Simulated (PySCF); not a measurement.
S4, SMILES S1SSS1. Atoms are numbered in the order given.

```xyz
4

S      1.0381    -1.0381    -0.3134
S      1.0381     1.0381     0.3134
S     -1.0381     1.0381    -0.3134
S     -1.0381    -1.0381     0.3134
```

Coordinates come from a B3LYP-D3(BJ)/def2-SVP optimisation.

All values below come from PySCF 2.14.0 with B3LYP-D3(BJ)/def2-SVP.

Frequencies are harmonic and unscaled.

Modes within 1.5 cm⁻¹ of each other (mostly degenerate sets) share a row, with their intensities summed.

Computed vibrational spectrum:
```csv
mode,ν (cm⁻¹),IR (km/mol),moving atoms (share of kinetic energy)
1,182,0.0,S 100 %
2,302,0.2,S 100 %
3–4,380,0.2,S 100 %
5,405,0.0,S 100 %
6,479,0.0,S 100 %
```
